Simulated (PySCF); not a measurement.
**Ga(2+) (gallium, charge +2) across methods**

[Ar] 3d9 4s1 4p1, one real determinant (an excited configuration). Computed with PySCF 2.14 in aug-cc-pwCVDZ-PP with ECP10MDF, with a scalar-relativistic core potential.

| method | E (hartree) | mean ε 3d β (eV) | mean ε 4s α (eV) | mean ε 4p α (eV) | Σ⟨r²⟩ (bohr²) | ⟨S²⟩ |
| --- | --- | --- | --- | --- | --- | --- |
| r2SCAN | -257.5132 | -49.300 | -30.781 | -21.880 | 21.13 | 3.751 |
| LDA | -257.1308 | -49.058 | -30.596 | -21.480 | 21.23 | 3.750 |
| PBE | -257.5985 | -49.018 | -30.262 | -21.440 | 21.27 | 3.750 |
| PW91 | -257.6977 | -49.155 | -30.387 | -21.521 | 21.25 | 3.750 |
| revPBE | -257.6653 | -48.976 | -30.173 | -21.433 | 21.28 | 3.750 |
| wB97X | -257.6277 | -54.952 | -33.970 | -24.817 | 21.25 | 3.750 |
| PBE0 | -257.5766 | -52.592 | -31.650 | -22.677 | 21.24 | 3.750 |
| UHF | -256.61537 | -62.048 | -35.222 | -25.930 | 21.36 | 3.751 |
| r2SCAN0 | -257.5082 | -52.807 | -32.046 | -22.979 | 21.14 | 3.751 |

⟨L²⟩ = 8.01 against 12 for a pure F term, so this real determinant mixes terms. Energies and moments cover only the electrons outside the core potential.
